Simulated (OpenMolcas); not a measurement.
V4+ (d1) among equal point charges was computed by CASSCF with the d shell active (OpenMolcas, ANO-RCC-VDZP on the metal). Its lowest spin-free states, and all those of the highest spin:

```tsv
2S+1	Degeneracy	E (cm-1)
2	1	0.0
2	2	925.7
2	1	6466
2	1	9943
```

Task: Is the site octahedral, tetrahedral or cube-like, axial, or of lower symmetry?

Result: The states with 2S+1 = 2 have orbital degeneracies 1, 2, 1, 1. There are pairs but no triples, so the site is axial: not cubic, but with a proper or improper axis of order three or more. The run had V4+ among 4 point charges of -1 e arranged as a square (D4h), 1.78 Å from the ion.

This is an electrostatic model: the charges have no orbitals. No measured value stands beside these numbers.
